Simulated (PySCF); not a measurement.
PySCF job for CH2BNO, SMILES N(B)=C=O, PBE0/pcJ-1. Coordinates come from a B3LYP-D3(BJ)/def2-SVP optimisation.

```python
import numpy as np
from pyscf import gto, scf, dft
from pyscf.prop.ssc import rks as ssc

mol = gto.M(
    atom='''
    B     0.00000000    0.00000000    1.94693512
    H     0.00000000    1.05236175    2.53550328
    H     0.00000000   -1.05236175    2.53550328
    N     0.00000000   -0.00000000    0.54063901
    C     0.00000000   -0.00000000   -0.65936938
    O     0.00000000    0.00000000   -1.82924237
    ''',
    basis='pcJ-1',
    charge=0,
    spin=0,
    max_memory=1600,
    verbose=3,
)
mf = dft.RKS(mol, xc='pbe0')
mf.grids.level = 3
mf.conv_tol = 1e-10
mf.max_cycle = 100
mf.kernel()
j = ssc.SSC(mf)
j.with_fcsd = True
j.max_cycle_cphf = 80
j.conv_tol = 1e-7
e11 = j.kernel()
```

Program output:

```
converged SCF energy = -193.93184670202
Reduced spin-spin coupling constant K (Hz)
               #0        #1        #2        #3        #4
        0 B    0.00000
        1 H   14.92130   0.00000
        2 H   14.92130   0.23761   0.00000
        3 N   39.53315   0.80562   0.80564   0.00000
        4 C    6.65569   0.34903   0.34897  85.00596   0.00000
        5 O   -0.16979   0.24406   0.24405   2.23310 -16.99279
               #5
        5 O    0.00000
Spin-spin coupling constant J (Hz)
               #0        #1        #2        #3        #4
        0 B    0.00000
        1 H  149.39182   0.00000
        2 H  149.39179   7.41330   0.00000
        3 N   28.61071   1.81690   1.81694   0.00000
        4 C   16.75938   2.73881   2.73836  48.21648   0.00000
        5 O    0.23054  -1.03266  -1.03265  -0.68301  18.08332
               #5
        5 O    0.00000
```

The calculation finished and met its thresholds.

Cost: roughly 50 core-seconds.
